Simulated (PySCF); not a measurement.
**¹⁵N chemical shifts**

[PySCF 2.14: PBE0/pcSseg-1 with gauge-including orbitals; geometry: GFN2-xTB; no solvent model; relativity neglected; one conformer; one averaged value for each set of equivalent atoms]

Shieldings were converted by a linear fit to measured shifts: ¹⁵N (scatter 6.3 ppm rms vs CH3NO2, solution or neat liquid). Occasional misses reach two or three times the rms, and more in compound classes unlike the fitted ones.

Give the ¹⁵N shifts of `COC(=O)c1cnn(C)n1`, `Cn1nc(Cl)c2ccccc21`, `N#C[SiH2]C1CC1`, `C=Cn1cc(CC)nn1`, `C=Cn1nc(C)cc1SC`, `Cc1cn(C2CC2)nn1`, `Cc1nnsc1C`.

Results:


| compound | environment | δ (ppm) |
| --- | --- | --- |
| [CH3:1][O:2][C:3](=[O:4])[c:5]1[cH:6][n:7][n:8]([CH3:9])[n:10]1 | N10: pyridine-type nitrogen of an azole | -49.0 |
| [CH3:1][O:2][C:3](=[O:4])[c:5]1[cH:6][n:7][n:8]([CH3:9])[n:10]1 | N7: pyridine-type nitrogen of an azole | -57.0 |
| [CH3:1][O:2][C:3](=[O:4])[c:5]1[cH:6][n:7][n:8]([CH3:9])[n:10]1 | N8: pyrrole-type ring nitrogen | -143.8 |
| [CH3:1][n:2]1[n:3][c:4]([Cl:5])[c:6]2[cH:7][cH:8][cH:9][cH:10][c:11]12 | N3: pyridine-type nitrogen of an azole | -67.5 |
| [CH3:1][n:2]1[n:3][c:4]([Cl:5])[c:6]2[cH:7][cH:8][cH:9][cH:10][c:11]12 | N2: pyrrole-type ring nitrogen | -216.1 |
| N#C[SiH2]C1CC1 | nitrile nitrogen | -58.0 |
| [CH2:1]=[CH:2][n:3]1[cH:4][c:5]([CH2:6][CH3:7])[n:8][n:9]1 | N9: pyridine-type nitrogen of an azole | -18.1 |
| [CH2:1]=[CH:2][n:3]1[cH:4][c:5]([CH2:6][CH3:7])[n:8][n:9]1 | N8: pyridine-type nitrogen of an azole | -35.4 |
| [CH2:1]=[CH:2][n:3]1[cH:4][c:5]([CH2:6][CH3:7])[n:8][n:9]1 | N3: pyrrole-type ring nitrogen | -132.5 |
| [CH2:1]=[CH:2][n:3]1[n:4][c:5]([CH3:6])[cH:7][c:8]1[S:9][CH3:10] | N4: pyridine-type nitrogen of an azole | -94.2 |
| [CH2:1]=[CH:2][n:3]1[n:4][c:5]([CH3:6])[cH:7][c:8]1[S:9][CH3:10] | N3: pyrrole-type ring nitrogen | -176.4 |
| [CH3:1][c:2]1[cH:3][n:4]([CH:5]2[CH2:6][CH2:7]2)[n:8][n:9]1 | N9: pyridine-type nitrogen of an azole | -38.9 |
| [CH3:1][c:2]1[cH:3][n:4]([CH:5]2[CH2:6][CH2:7]2)[n:8][n:9]1 | N8: pyridine-type nitrogen of an azole | -41.6 |
| [CH3:1][c:2]1[cH:3][n:4]([CH:5]2[CH2:6][CH2:7]2)[n:8][n:9]1 | N4: pyrrole-type ring nitrogen | -140.6 |
| [CH3:1][c:2]1[n:3][n:4][s:5][c:6]1[CH3:7] | N3: pyridine-type nitrogen of an azole | 48.9 |
| [CH3:1][c:2]1[n:3][n:4][s:5][c:6]1[CH3:7] | N4: pyridine-type nitrogen of an azole | 19.4 |
